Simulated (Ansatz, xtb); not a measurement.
**B3H6N3O2: which of two isomers lies lower**

We compare I, `OB1NBN(O)BN1`, a singlet, with II, `OB1NBNBN1O`, a singlet. Both are isolated molecules in the gas phase, relaxed with B3LYP-D3(BJ)/def2-SVP; the shapes shown needn't be the lowest conformers.

I (Å):

| atom | x (Å) | y (Å) | z (Å) |
| --- | --- | --- | --- |
| B | -0.2329 | 0.1061 | -1.8234 |
| B | 0.3882 | -0.6433 | 0.5002 |
| B | 2.1384 | 0.3609 | -1.0194 |
| N | -0.5685 | -0.4676 | -0.5446 |
| N | 1.7204 | -0.1974 | 0.2341 |
| N | 1.1327 | 0.5078 | -2.0134 |
| O | -1.1221 | 0.2885 | -2.8525 |
| O | 2.7068 | -0.4432 | 1.2147 |
| H | -2.0192 | -0.0055 | -2.6629 |
| H | -1.5168 | -0.7741 | -0.3594 |
| H | 0.0955 | -1.1292 | 1.5614 |
| H | 2.7467 | 0.3727 | 1.7361 |
| H | 3.2800 | 0.6967 | -1.1973 |
| H | 1.3844 | 0.9071 | -2.9106 |

II (Å):

```xyz
14

B    -0.0445   -0.2361   -1.5751
B    -0.0850    0.9924    0.6133
B     2.0000   -0.2467   -0.0673
N    -0.7057    0.5805   -0.5998
N     1.2640    0.5654    0.8490
N     1.3266   -0.5935   -1.2738
O    -0.6556   -0.6610   -2.7153
O     1.9411   -1.4513   -2.2174
H    -0.0538   -1.2437   -3.2024
H    -1.6646    0.8526   -0.7851
H    -0.6712    1.6736    1.4186
H     1.7161    0.8460    1.7108
H     3.1319   -0.6031    0.1386
H     2.6157   -0.9064   -2.6510
```

Energies in hartree; the thermal terms are from GFN2-xTB frequencies at re-optimised GFN2-xTB minima (ideal gas, soft modes damped towards free rotors, one conformer each, 298.15 K, 1 atm) and include the zero-point energy:

```
                              I           II
E, CCSD(T)/def2-SVP  −391.756723  −391.762415
    E, MP2/def2-SVP  −391.672024  −391.677786
  E, MP2/def2-TZVPP  −392.399974  −392.404771
  zero-point energy     0.097644     0.097870
       H(298 K) − E     0.106525     0.106700
       G(298 K) − E     0.066039     0.066317
```

Task: Correct the CCSD(T) difference for the basis set by the MP2 change, then work out ΔE, ΔE₀, ΔH and ΔG for I → II in kJ/mol (1 Eh = 2625.50 kJ/mol) and the equilibrium ratio [II]/[I].

Result: 1. Differences II − I: CCSD(T) −0.005692, MP2 in the small set −0.005762, MP2 in the large set −0.004797 Eh.
2. ΔE = −0.005692 + (−0.004797 − (−0.005762)) = −0.004727 Eh = −12.41 kJ/mol.
3. ΔE₀ = ΔE + ΔZPE = −0.004727 + (+0.000226) Eh = −11.82 kJ/mol.
4. ΔH = ΔE + (+0.000175) Eh = −11.95 kJ/mol.
5. ΔG = ΔE + (+0.000278) Eh = −11.68 kJ/mol, so ΔS = (ΔH − ΔG)/T = −0.9 J/(mol K).
6. kT = 0.9442 mEh, so K = [II]/[I] = exp(−ΔG/kT) = exp(+4.71) ≈ 110.

Structure II is favoured at this temperature. An error of 4 kJ/mol in ΔG would change K by a factor of 5. Mirror images and further conformers aren't counted.

As drawn, both hold the same kinds of bond in the same numbers.

Other levels gave ΔE = −8.1 (GFN2-xTB); −12.4 (HF/STO-3G, GFN2-xTB geometries); −15.4 (r2SCAN-D4/def2-SVP, GFN2-xTB geometries); −15.5 (B3LYP-D3(BJ)/def2-SVP); −11.9 (HF/def2-SVP); −15.1 (MP2/def2-SVP); −14.9 (CCSD(T)/def2-SVP) kJ/mol. The correlated steps freeze 8 core orbitals. Programs: Ansatz 0.2.0, xtb 6.7.1.
